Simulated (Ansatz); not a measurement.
# Reading a saddle point

A first-order saddle point of BHBrF₃, singlet, PBE0-D4/def2-TZVP, with one imaginary mode of 817i cm⁻¹:

```
6
angstrom
B -0.3835 -0.1555 -0.3473
F -0.2379 1.1194 0.4919
F -1.3908 -0.8829 0.0883
F -0.2409 0.1156 -1.6280
H 0.7320 0.6486 0.8678
Br 1.5210 -0.8452 0.5273
```

Ansatz 0.2.0; basis: def2-TZVPP and def2-QZVPP; cores frozen in the correlated methods. Filled d shells of the heavier atoms are correlated. The def2 sets are not built for correlating such inner shells, so the correlated values are less sure here. Extrapolation: Hartree–Fock as exp(−7.88 √X), correlation as X^−2.97.

Problem. Which contacts change along the imaginary mode, and what lies on either side? (A judgement: the text doesn't fix the answer.)

Solution. The calculation gives: The step is BF₃ ([F][B]([F])[F]) + HBr → BBrF₂ ([F][B]([F])[Br]) + HF, with the molecules in contact on both sides. Shortening one way: B1–Br6, F2–H5; lengthening the same way: B1–F2, H5–Br6.
| pair | one side (Å) | saddle (Å) | other side (Å) |
| --- | --- | --- | --- |
| B1–Br6 | 3.26 | 2.21 | 1.92 |
| F2–H5 | 3.13 | 1.14 | 0.92 |
| B1–F2 | 1.31 | 1.53 | 2.58 |
| H5–Br6 | 1.42 | 1.72 | 3.01 |

Problem. Which side is lower, and how far does the saddle lie above each? (To be estimated.)

Solution. Computed: The side with B1–F2, H5–Br6 short is lower by 16.85 kcal/mol; the saddle lies 32.76 kcal/mol above it and 15.91 kcal/mol above the other (CCSD(T) at an estimated basis limit (MP2 extrapolated from triple and quadruple zeta, plus CCSD(T) − MP2 in triple zeta); electronic energies).

The T1 diagnostic stays at or below 0.011.

Labels in which every atom is bracketed show which atoms are joined, not bond orders.

For scale, one of the runs: CCSD(T)/def2-TZVPP, 186 basis functions, launched by `ansatz run in.yaml --threads 4 --pin off --events-out ev --progress --plain --max-ram 9574MiB`. Hardware: 4 CPU threads of an Arm Neoverse V2, shared host. Wall time 64 s; peak host memory 2.3 GiB.
